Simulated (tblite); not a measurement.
Species: C₇H₁₃ClSi.
Numbering: `[CH3:1][C@H:2]1[CH2:3][CH2:4][SiH2:5]/[C:6](=[CH:7]\[Cl:8])[CH2:9]1` (hydrogens: H10, H11, H12 on C1; H13 on C2; H14, H15 on C3; H16, H17 on C4; H18, H19 on Si5; H20 on C7; H21, H22 on C9)

Computed with GFN2-xTB (tblite), gas phase: L-BFGS steps from a force-field or distance-geometry start until the largest atomic force falls under 0.01 eV/Å.

At the end of the run (lengths in Å): C4–Si5 1.901, C6=C7 1.324, C2–H13 1.096, Si5–H18 1.470, Si5–H19 1.461, C2–C3 1.531, C6–C9 1.501, C6–C7–Cl8 123.2°, C2–C9–C6 112.6°, C3–C4–Si5 111.8°, Si5–C6–C9 115.1°, C1–C2–C3–C4 -168°, C2–C3–C4–Si5 -57°, C3–C4–Si5–C6 40°, H13–C2–C3–C4 -49°, H21–C9–C2–C1 -69°.

Question: These geometries were met on the way; a selection of coordinates is given. Order them by energy above the end point, lowest first.
A. C4–Si5 1.902, C6=C7 1.325, C2–H13 1.099, Si5–H18 1.469, Si5–H19 1.460, C2–C3 1.531, C6–C9 1.501, C6–C7–Cl8 123.0°, C2–C9–C6 113.6°, C3–C4–Si5 112.5°, Si5–C6–C9 114.7°, C1–C2–C3–C4 -172°, C2–C3–C4–Si5 -56°, C3–C4–Si5–C6 41°, H13–C2–C3–C4 -53°, H21–C9–C2–C1 -66°
B. C4–Si5 1.891, C6=C7 1.318, C2–H13 1.102, Si5–H18 1.479, Si5–H19 1.470, C2–C3 1.540, C6–C9 1.521, C6–C7–Cl8 127.1°, C2–C9–C6 115.0°, C3–C4–Si5 113.6°, Si5–C6–C9 113.1°, C1–C2–C3–C4 -173°, C2–C3–C4–Si5 -55°, C3–C4–Si5–C6 41°, H13–C2–C3–C4 -56°, H21–C9–C2–C1 -64°
C. C4–Si5 1.899, C6=C7 1.324, C2–H13 1.092, Si5–H18 1.470, Si5–H19 1.460, C2–C3 1.531, C6–C9 1.503, C6–C7–Cl8 123.4°, C2–C9–C6 114.5°, C3–C4–Si5 112.9°, Si5–C6–C9 114.5°, C1–C2–C3–C4 -172°, C2–C3–C4–Si5 -55°, C3–C4–Si5–C6 41°, H13–C2–C3–C4 -55°, H21–C9–C2–C1 -67°
D. C4–Si5 1.870, C6=C7 1.347, C2–H13 1.118, Si5–H18 1.492, Si5–H19 1.482, C2–C3 1.551, C6–C9 1.511, C6–C7–Cl8 127.2°, C2–C9–C6 115.6°, C3–C4–Si5 114.3°, Si5–C6–C9 113.4°, C1–C2–C3–C4 -174°, C2–C3–C4–Si5 -54°, C3–C4–Si5–C6 40°, H13–C2–C3–C4 -57°, H21–C9–C2–C1 -63°
E. C4–Si5 1.906, C6=C7 1.328, C2–H13 1.093, Si5–H18 1.460, Si5–H19 1.454, C2–C3 1.532, C6–C9 1.507, C6–C7–Cl8 124.7°, C2–C9–C6 114.9°, C3–C4–Si5 113.4°, Si5–C6–C9 114.4°, C1–C2–C3–C4 -173°, C2–C3–C4–Si5 -55°, C3–C4–Si5–C6 41°, H13–C2–C3–C4 -56°, H21–C9–C2–C1 -66°

Answer: A (0.008 eV), C (0.017 eV), E (0.029 eV), B (0.070 eV), D (0.126 eV).

| step | E above end (eV) | rms distance from the end, all atoms (Å) | largest force (eV/Å) | rms shift of all bonds from the end (Å) |
| --- | --- | --- | --- | --- |
| 11 | 0.008 | 0.056 | 0.088 | 0.001 |
| 6 | 0.017 | 0.062 | 0.166 | 0.001 |
| 4 | 0.029 | 0.067 | 0.363 | 0.004 |
| 1 | 0.070 | 0.074 | 0.728 | 0.008 |
| 0 | 0.126 | 0.076 | 1.088 | 0.015 |

Rows stand in the order of the answer.
